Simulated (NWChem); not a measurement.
Species: CH₂NO cation; SMILES [NH2+]=C=O

Computed with NWChem. Pople sets run with spherical d functions. All runs use the structure optimised with PBE0/def2-SVP. Level: PBE/6-31G* with SMD (1 M gas to 1 M solution), gas-phase geometry. Reactions with the solvent are ignored.

```tsv
solvent	dielectric constant	solvation free energy (kcal/mol)	cavity-dispersion-structure term (kcal/mol)
water	78.4	-73.6	5.5
toluene	2.37	-44.3	0.5
1,4-dioxane	2.21	-41.5	0.8
acetone	20.5	-73.9	0.9
chlorobenzene	5.70	-63.5	0.8
diethyl ether	4.24	-59.2	0.2
```
